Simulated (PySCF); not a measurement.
Correlation energy of Pt (platinum, neutral)

[Xe] 4f14 5d10, closed-shell 1S (an excited configuration). Computed with PySCF 2.14 in aug-cc-pwCVDZ-PP with ECP60MDF (6s6p5d3f, 70 functions), with a scalar-relativistic core potential. Frozen: 5s2 5p6; 10 electrons correlated.

| level | correlation energy (mhartree) |
| --- | --- |
| CCSD | -295.52 |
| (T) | -12.98 |
| CCSD(T) | -308.50 |

Diagnostics: T1 = 0.0055, D1 = 0.0078, largest double amplitude 0.022.

Q: Is a single reference adequate?

A: Yes, within this model without spin-orbit coupling: T1 lies below 0.03 and no double amplitude reaches 0.07.
